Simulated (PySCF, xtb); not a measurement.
CH4N, SMILES [CH2]N, multiplicity 2.

Harmonic wavenumbers (cm⁻¹) from xtb 6.7.1 with GFN2-xTB at its own minimum, in rising order: 447, 581, 784, 902, 1233, 1273, 1403, 1515, 3113, 3159, 3395, 3452.

### Question
What does PBE0-D3(BJ)/def2-TZVP run with PySCF give at its own minimum? (An estimate is asked for; the answer gives what the named calculation found.)

### Answer
445, 599, 681, 938, 1250, 1325, 1478, 1653, 3166, 3278, 3572, 3675. Paired by order, the mean absolute difference is 84 cm⁻¹ and the zero-point energies are 30.4 and 31.5 kcal/mol.
